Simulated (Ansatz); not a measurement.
Consider the cleavage of the Si–Si bond: `[SiH3][SiH2][SiH3]` + `OC(F)F` → `FC(F)O[SiH3]` + `[SiH3][SiH3]`.

Calculated with Ansatz (gas phase, PBE0-D4/def2-TZVP geometries, no zero-point term in ΔE). CCSD(T)/CBS adds triple-zeta CCSD(T) − MP2 to the extrapolated MP2 energy (def2 sets, frozen cores). Functionals use def2-TZVPP. One conformer a species, not always the lowest.

`[SiH3][SiH2][SiH3]`:

```xyz
11

Si   -0.429   -1.882   -0.290
Si   -0.892    0.363    0.172
Si    1.082    1.616    0.164
H    -1.671   -2.700   -0.291
H     0.501   -2.425    0.737
H     0.221   -1.998   -1.624
H    -1.550    0.474    1.505
H    -1.830    0.901   -0.854
H     1.737    1.516   -1.168
H     2.019    1.086    1.192
H     0.813    3.049    0.457
```

`OC(F)F`:

```xyz
6

O     0.508   -0.750    0.604
C    -0.287    0.000   -0.181
F     0.377    0.449   -1.274
F    -0.718    1.110    0.468
H     1.266   -0.218    0.879
H    -1.147   -0.591   -0.497
```

`FC(F)O[SiH3]`:

Z-matrix (Å, degrees):
```
C
F 1 1.359
O 1 1.341 2 111.1
F 1 1.354 2 106.1 3 120.7
H 1 1.092 2 108.8 3 -122.5
Si 3 1.675 1 126.1 2 43.8
H 6 1.481 3 110.7 1 44.9
H 6 1.481 3 110.0 1 -77.2
H 6 1.478 3 104.0 1 164.4
```

`[SiH3][SiH3]`:

Cartesian coordinates in Å:
```
Si -0.967 0.618 -0.221
Si 0.967 -0.619 0.221
H -0.830 2.000 0.315
H -1.205 0.698 -1.687
H -2.147 -0.024 0.418
H 1.207 -0.695 1.687
H 2.147 0.022 -0.421
H 0.828 -2.001 -0.311
```

CCSD(T)/CBS gives -17.2 kcal/mol.

Another level gave -11.6 kcal/mol. Which?
A. CAM-B3LYP/def2-TZVPP
B. r2SCANh/def2-TZVPP
C. BLYP/def2-TZVPP
D. revPBE-D4/def2-TZVPP

D. revPBE-D4 -11.6, BLYP -17.0, r2SCANh -15.9, CAM-B3LYP -19.4 kcal/mol.

What do rigid-rotor, harmonic-oscillator terms from PBE0-D4/def2-TZVP frequencies (298.15 K, 1 bar) make of the CCSD(T)/CBS value? (Best estimate.)

Ansatz gave: ΔZPE = -1.2 kcal/mol, ΔH = -18.6 kcal/mol, ΔS = -13 J/(mol·K), ΔG = -17.6 kcal/mol.

Largest T1 diagnostic among the species: 0.013.

Leaving LDA and LC-ωPBE aside and taking each functional with its dispersion term where it has one, the values, not all of them listed here, spread over 7.8 kcal/mol, from BHLYP-D4 to PBE-D4. In def2-TZVPP, CCSD(T) changes the Hartree–Fock value by +5.7 kcal/mol (the triples alone add +0.8 kcal/mol) and MP2 by +4.3 kcal/mol. At CCSD(T), def2-SVP lies +1.5 kcal/mol from the extrapolated value and def2-TZVPP +0.0 kcal/mol.
